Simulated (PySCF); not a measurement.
Os(O)4 anion (O4Os), SMILES [Os](=[O])(=[O])(=[O])=[O] (connectivity only; charge and spin as stated), charge -1, multiplicity 2.

Geometry optimised at PBE-D3(BJ)/def2-SVPD. The spin state was assumed, not searched. The isomer is the one that the SMILES or the coordinates give; other isomers of the formula were not compared. The def2 effective core potentials stand for the cores of Os; spin–orbit coupling is left out.

Computed with PBE-D3(BJ)/def2-SVPD run with PySCF.

Frequencies are harmonic and unscaled.

Modes within 1.5 cm⁻¹ of each other (mostly degenerate sets) share a row, with their intensities summed.

Computed vibrational spectrum:
| mode | ν (cm⁻¹) | IR (km/mol) | moving atoms (share of kinetic energy) |
|---|---|---|---|
| 1 | 210 | 0.0 | O 100 % |
| 2 | 225 | 25.6 | O 83 %, Os 17 % |
| 3–4 | 281 | 23.8 | O 86 %, Os 14 % |
| 5 | 317 | 0.0 | O 100 % |
| 6 | 819 | 187.3 | O 92 % |
| 7–8 | 844 | 408.4 | O 89 %, Os 11 % |
| 9 | 886 | 0.0 | O 100 % |
